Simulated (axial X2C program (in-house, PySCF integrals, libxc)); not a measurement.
**Nuclear properties of ClHfCl⁺**

Calculated with an axial X2C code built on PySCF integrals: two-component X2C with atomic mean-field Coulomb and Gaunt terms, Gaussian nuclei, basis Cl dyall-av3z, Hf dyall-v3z with contracted cores.

Cl–Hf–Cl held linear, with bonds 2.269 and 2.269 Å (near the PBE0 minimum at charge 1 of the determinant lowest at the starting distance; the state shown can have its own minimum elsewhere, held linear; other orders of the atoms were not compared).

Determinant lowest in the PBE0 search, Ω = 1/2 (⟨Sz⟩ = 0.50, ⟨Lz⟩ = 0.00 at PBE0), spin on the atoms Cl -0.01, Hf 0.52, Cl -0.01:

```tsv
level	A∥/gI Cl (MHz)	qzz Cl (a.u.)	A∥/gI Hf (MHz)	qzz Hf (a.u.)
PBE0	27.4	-0.24	11900	-14.22
HF	3.56	-0.19	11400	-15.30
BHandHLYP	21.2	-0.25	12000	-14.66
```

Determinant 0.41 eV from it at PBE0 and this distance, Ω = 3/2 (⟨Sz⟩ = -0.49, ⟨Lz⟩ = 1.99 at PBE0), spin on the atoms Cl 0.01, Hf -0.52, Cl 0.01:

```json
{"level": "PBE0", "A∥/gI Cl (MHz)": "-1.82", "qzz Cl (a.u.)": "-0.22", "A∥/gI Hf (MHz)": "1110", "qzz Hf (a.u.)": "-9.69"}
{"level": "HF", "A∥/gI Cl (MHz)": "-1.54", "qzz Cl (a.u.)": "-0.22", "A∥/gI Hf (MHz)": "1170", "qzz Hf (a.u.)": "-9.67"}
{"level": "BHandHLYP", "A∥/gI Cl (MHz)": "-2.3", "qzz Cl (a.u.)": "-0.25", "A∥/gI Hf (MHz)": "1090", "qzz Hf (a.u.)": "-9.70"}
```

A∥ (defined per Ω) follows by multiplying with gI = μI/(I μN); qzz is the electric field gradient, eQq0 = 234.96 MHz × Q/barn × qzz. The operators were transformed with the bare-nucleus X2C matrices; with these basis sets, hyperfine constants and field gradients can be off by tens of per cent, and where levels differ in sign neither size nor sign is settled.

Q: With Q(35Cl) = -0.08112 barn, gI(177Hf) = 0.2267, Q(177Hf) = 3.365 barn (g factors from the IAEA table of nuclear moments by Stone; Q from Pyykkö, Mol. Phys. 2018), turn the PBE0 values of the first state into constants in MHz.

A: eQq0(35Cl) = 234.96 × (-0.08112) × (-0.24) = 4.57 MHz; A∥(177Hf) = 11900 × 0.2267 = 2700 MHz; eQq0(177Hf) = 234.96 × (3.365) × (-14.22) = -11200 MHz.

The molecule was held linear; bending was not examined, so a bent shape may lie lower.

Each state is one determinant with collinear spin. Unrestricted Hartree–Fock can overshoot spin polarisation at the nuclei. States lie within half an eV, so the first need not be the ground state. Where a field gradient or hyperfine factor spreads by more than a factor of two over the levels, a constant derived from it is not to be relied on. PBE0 term energies can be off by some tenths of an eV.
